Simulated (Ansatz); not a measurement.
Basis sets compared for the cluster Mg5O4⁺. The state is a doublet with charge 1. Geometry r2SCAN-D4/def2-SVP. Ansatz on 4 threads of Arm Neoverse V1 on a shared host; times are rough, and most runs start from earlier orbitals.

```xyz
9

Mg   -0.830   -0.316   -1.584
Mg    0.934   -1.552    0.118
Mg    1.169    0.991   -0.492
Mg   -1.847    1.069    0.526
Mg   -0.122   -0.139    2.190
O    -0.717    1.509   -0.913
O    -1.070   -0.830    0.506
O     1.476   -0.028    1.202
O     1.007   -0.703   -1.554
```

Another isomer (doublet) lies 0.29 eV lower at PBE0-D4/def2-TZVP; other spin states weren't run for this one.

| level | functions | energy (Eh) | HOMO (eV) | LUMO (eV) | wall time |
| --- | --- | --- | --- | --- | --- |
| PBE-D4/def2-SVP | 146 | -1299.9357 | -8.41 | -7.60 | 6.5 s |
| PBE0-D4/def2-SVP | 146 | -1300.0072 | -9.11 | -6.80 | 11 s |

Q: Estimate the rows for PBE-D4/def2-TZVP (with forces), PBE0-D4/def2-TZVP.

A: 
```csv
level,functions,energy (Eh),HOMO (eV),LUMO (eV),wall time
PBE-D4/def2-TZVP (with forces),284,-1300.6533,-8.34,-7.53,12 s
PBE0-D4/def2-TZVP,284,-1300.7229,-9.03,-6.72,32 s
```
